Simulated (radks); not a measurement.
Results of a calculation; reference values are marked as such.
Valence configurations of Tb I (all share [Xe]). Code: a radial shooting solver on a logarithmic mesh with Libxc functionals. Model: Dirac Kohn-Sham, BLYP, spin-unpolarised, spherical densities, finite nucleus; open shells fill j = l - 1/2 first; Fermi nuclear charge, rms radius 5.06 fm. Energies are relative to 4f9 6s2; eigenvalues in eV.

valence          E (eV)  e(4f5/2)  e(4f7/2)  e(5d3/2)  e(6p1/2)  e(6s1/2)
4f9 6s2           0.000    -3.102    -2.321         -         -    -3.579
4f9 5d0.5 6s1.5   1.177    -2.595    -1.816    -1.030         -    -3.434
4f9 5d1 6s1       2.398    -2.253    -1.474    -0.887         -    -3.361
4f8.5 6s1.5 6p1   2.875    -7.936    -7.123         -    -1.919    -4.769
4f8 5d1 6s2       3.281    -8.909    -8.067    -2.383         -    -4.025
4f8 6s2 6p1       4.930   -12.038   -11.194         -    -2.142    -5.256
4f11              7.489    -0.922    -0.228         -         -         -
4f7 5d1 6s2 6p1  14.350   -18.847   -17.944    -5.718    -2.257    -5.589

NIST lists [Xe] 4f9 6s2 as the ground configuration; this level of theory agrees among the configurations tried. The energies are those of spherical spin-averaged densities, not of single terms. No valid solution was reached for [Xe] 4f9.5 6s1.5; [Xe] 4f10 5d1.
